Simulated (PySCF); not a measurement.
C4H2BrCl, SMILES C#C/C(Br)=C\Cl.

Geometry: ωB97X-D3(BJ)/def2-SVP. The structure was generated by enumeration; whether it is a known compound was not checked.

Computed with PBE/def2-TZVP run with PySCF.

Symmetry labels are those of the subgroup Cs that the program uses (full group Cs).

Problem. List the valence orbital energies around the gap with their symmetry. (The exact figures need the calculation; the answer reports its results.)

Solution. 
```csv
orbital,symmetry,energy (eV)
HOMO−7,A',-10.27
HOMO−6,A",-10.04
HOMO−5,A",-8.52
HOMO−4,A',-7.91
HOMO−3,A',-7.67
HOMO−2,A",-7.42
HOMO−1,A',-7.07
HOMO,A",-6.05
LUMO,A",-2.45
LUMO+1,A',-1.90
LUMO+2,A',-0.43
LUMO+3,A',0.60
```
